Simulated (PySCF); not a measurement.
CsIn⁻ at ROHF-SCS-MP2

Level: ROHF-SCS-MP2. PySCF, scalar-relativistic core potentials, basis sets Cs def2-SVPD with ECP46, In def2-SVPD with ECP28.

```
state                          : doublet, unpaired electrons π ↑
bond length                    : 4.158 Å
harmonic wavenumber            : 46.7 cm⁻¹
force constant                 : 0.0793 mdyn/Å
rotational constant Be         : 0.01582 cm⁻¹
anharmonicity ωexe             : 0.229 cm⁻¹
vibration–rotation constant αe : 9.39e-05 cm⁻¹
well depth De to Cs⁻ + In      : 0.46 eV
dissociation energy D0         : 0.46 eV
```

Correlated steps freeze 4 core orbitals. Correlated levels converge slowly with the basis: in double zeta they bind strong bonds too weakly, by up to about 1 eV, and carry superposition errors of some tenths. These are scalar-relativistic numbers at best; spin–orbit coupling would shift them, the dissociation energy most. For an ion De counts to the pair picked by the measured ionisation energies or electron affinities, which need not be the lowest pair at this level. The state is the lowest determinant that a PBE0 search found; another state may lie lower at other levels.
